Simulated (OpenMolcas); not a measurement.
**Ti3+: moving the ligands**

Ti3+ with 6 ligands (fluoride) in octahedral coordination (Oh) at 1.98 Å. A charge of +0.5 e stands 2.6 Å behind each ligand. Ligand basis ANO-RCC-VDZP.

```json
{
 "Program": "OpenMolcas",
 "Method": "CASSCF",
 "Basis": "ANO-RCC-VDZP [5s4p2d1f]",
 "Scalar Hamiltonian": "DKH2, point nucleus",
 "Active space": "1 electron in 5 orbitals (3d)",
 "State averaging": "2S+1 = 2 even, 5 roots",
 "Spin-orbit coupling": "RASSI with atomic mean-field integrals over the reference wave functions"
}
```

Runs around this geometry, states (labels of O, the rotations of Oh). Energies in cm-1 above the lowest state or level, χT in cm3 K/mol; under a threefold ground state the first gap can be a small split of the lowest multiplet, not the spin-orbit step; 10Dq is the gap between the two states.

```
R (Å)  Ground state  First state of that spin   10Dq  First gap with spin-orbit (degeneracies)  χT at 300 K
 1.93           2T2                  2E 17490  17490                              218.7 (4, 2)        0.444
 1.98           2T2                  2E 15311  15311                              218.8 (4, 2)        0.446
 2.09           2T2                  2E 11487  11487                              219.6 (4, 2)        0.450
```

Taking |10Dq| as R^-n, n = -ln(11487 / 17490) / ln(2.09 / 1.93) = 5.3 between the shortest and longest distance. The point-charge formula for a cubic d site gives n = 5.

An orbital triplet at a regular site is open to Jahn-Teller coupling, which can distort the site and quench the lowest spin-orbit gaps and is left out. Ligand-to-metal charge-transfer states are missing. With metal d orbitals alone and no dynamic correlation the field as a rule comes out too small, by tens of per cent, by up to half for chloride and softer ligands. No measured value stands beside these numbers; the geometry was imposed, not optimised, and the real ion may take another.
